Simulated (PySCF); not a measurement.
Species: CH₂ClF₃Si.
Atom-mapped SMILES: `[F:1][C:2]([F:3])([F:4])[SiH2:5][Cl:6]` (hydrogens: H7, H8 on Si5)

Torsions of this conformer, `[F:1][C:2]([F:3])([F:4])[SiH2:5][Cl:6]`: F1–C2–Si5–Cl6 -60°.

The closed-shell ground state was solved at several levels (PySCF, density fitting, gas phase, non-relativistic). Geometry: PBE0-D3(BJ)/def2-SVP; no solvent, vibrations or thermal averaging.

```
             level  basis functions  HOMO (eV)  LUMO (eV)  gap (eV)  dipole (D)
      PBE0/6-31+G*              120      -9.44      -0.73      8.71        1.98
       PBE0/6-31G*               96      -9.12      -0.29      8.83        1.70
       PBE0/STO-3G               40      -5.25       4.04      9.29        2.33
CAM-B3LYP/pcSseg-2              258     -10.85       0.45     11.30        2.02
    B3LYP/pcSseg-2              258      -9.19      -0.77      8.42        1.92
 wB97X-D/def2-SVPD              156     -11.35       1.16     12.51        1.93
BHandHLYP/pcSseg-2              258     -10.82       0.34     11.16        2.11
```

(1) Estimate the row for PBE0/pcSseg-0, a basis of 66 functions; the other rows only guide the guess.

(2) Over all these levels, which gives the widest orbital gap and which the narrowest?

(3) How much does the basis alone move the frontier levels among the 4 PBE0 rows (the withheld one included)?

(4) How far do the dipole and the HOMO energy spread over the levels?

Answers

(1) HOMO -9.53 eV, LUMO -0.70 eV, gap 8.83 eV, dipole 2.43 D.

(2) wB97X-D/def2-SVPD (range-separated hybrid) has the widest, 12.51 eV, and B3LYP/pcSseg-2 (global hybrid, 20 % exact exchange) the narrowest, 8.42 eV. Functional and basis both differ between the two, so the spread mixes both effects.

(3) The HOMO by 4.28 eV and the LUMO by 4.77 eV. By rising basis size (HOMO, LUMO in eV): STO-3G -5.25, 4.04; pcSseg-0 -9.53, -0.70; 6-31G* -9.12, -0.29; 6-31+G* -9.44, -0.73.

(4) The dipole runs from 1.70 to 2.43 D (mean 2.05 D) and the HOMO from -11.35 to -5.25 eV.
